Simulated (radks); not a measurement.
The numbers below are computed, except where a source is named.
Question: These are the eigenvalues of the occupied orbitals of an atom or ion with whole-number occupations (eV). Code: a radial shooting solver on a logarithmic mesh with Libxc functionals. Model: scalar-relativistic Kohn-Sham, PBE, spin-polarised, spherical densities, point nucleus.

| orbital | eigenvalue |
|---|---|
| 1s | -357.7310 |

Which element is it, and in what charge state? The configuration may be excited. Open shells, if any, are filled with parallel spins first.

Answer: Z = 6, carbon, charge +4: C4+ in [He]. The 1s level, -13.146 hartree, gives Z - s = 5.1 by -(Z - s)^2/2, which with screening and relativity narrows Z to a few neighbours, and with so few levels the electron count can be read from the list.
